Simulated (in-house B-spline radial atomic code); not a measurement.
## Two electrons outside the [Kr] 4d10 5s2 core: the antimony ion Sb⁺

Computed with an all-electron radial atomic-structure program (B-spline basis): configuration interaction (CI) of the two valence electrons in the field of the frozen Dirac-Fock core, alone and with many-body perturbation theory for the core (screened one- and two-electron correlation potentials), Breit and QED terms; no-pair Dirac Hamiltonian, finite nucleus. Labels give the configuration (outer n counted up each series) and the leading LS term, or the jj pair where no LS term holds 70 %.

The outer s² shell of this core is soft: its mixing with p² is only treated to second order, so levels can be several per cent off.

Command:
```bash
python run_mb.py task.json out
```
Settings (nuclear radius in fm, box in bohr, cutoff in hartree):
```
basis_form          3
Z                   51
core_configuration  [Kr] 4d10 5s2
rms_radius          4.6802
mass_number         121
speed_of_light      137.036
box_radius          30.0
lmax                6
intervals           66
virtual_cutoff      5202.0
```

Time taken, with all properties: 79 s on 1 thread of Intel(R) Xeon(R) 6975P-C, on a shared host.

Excitation energies (cm⁻¹):

```
  level  purity of the LS term  CI alone  CI + MBPT + Breit + QED  Landé g of the LS mixture  measured (NIST)
5p2 3P0                  0.953         0                        0                          -                0
5p2 3P1                  0.999      2898                     3051                       1.50             3055
5p2 3P2                   0.81      5536                     5585                       1.41             5658
5p2 1D2                   0.81         ?                        ?                          ?                ?
5p2 1S0                  0.953         ?                        ?                          ?                ?
```

**Question.** Where does 5p2 1S0 lie?

**Answer.** 22899 cm⁻¹ in CI alone and 24960 cm⁻¹ with all corrections; measured 23906 cm⁻¹.

**Question.** Where does 5p2 1D2 lie?

**Answer.** 13012 cm⁻¹ in CI alone and 12430 cm⁻¹ with all corrections; g = 1.10; measured 12790 cm⁻¹.

**Question.** What is the first ionisation energy?

**Answer.** 16.773 eV to the 5p1/2 state of the next ion (15.769 eV from CI alone). NIST lists 16.626 ± 0.025 eV (measured).
